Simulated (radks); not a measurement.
All-electron atom: Cl II in [Ne] 3s2 3p4. All-electron calculation, scalar-relativistic Kohn-Sham, PBE, spin-polarised, spherical densities, point nucleus; open shells are filled with parallel spins first. Program: a radial shooting solver on a logarithmic mesh with Libxc functionals.

Normalised radial functions P(r) = r R(r), r in bohr:

```
   r/bohr * 3s down, o 3p down (the largest magnitude, 0.884, reaches the edge; | marks zero, & curves that meet)
 0.008781                             o  *
  0.01116                             o   *
  0.01419                             o   *
  0.01804                             o    *
  0.02312                             |o    *
  0.02939                             |o     *
  0.03736                             |o     *
   0.0475                             | o    *
  0.06038                             |  o   *
  0.07737                             |    o*
  0.09836                             |  *  o
    0.125                            *|       o
    0.159                        *    |         o
   0.2021                   *         |          o
    0.259                *            |           o
   0.3292                *            |         o
   0.4185                   *         |     o
    0.532                           * o
   0.6763                     o       |        *
   0.8597             o               |                   *
    1.102      o                      |                         *
    1.401    o                        |                          *
     1.78       o                     |                     *
    2.263            o                |             *
    2.877                  o          |      *
    3.687                        o    |  *
    4.687                           o |*
    5.959                            o*
```

3s down: eigenvalue -30.769 eV, 2 radial nodes at r = 0.121, 0.553 bohr, <r> = 1.50 bohr, 90 % of the charge inside 2.26 bohr. 3p down: eigenvalue -18.185 eV, 1 radial node at r = 0.527 bohr, <r> = 1.73 bohr, 90 % of the charge inside 2.69 bohr.
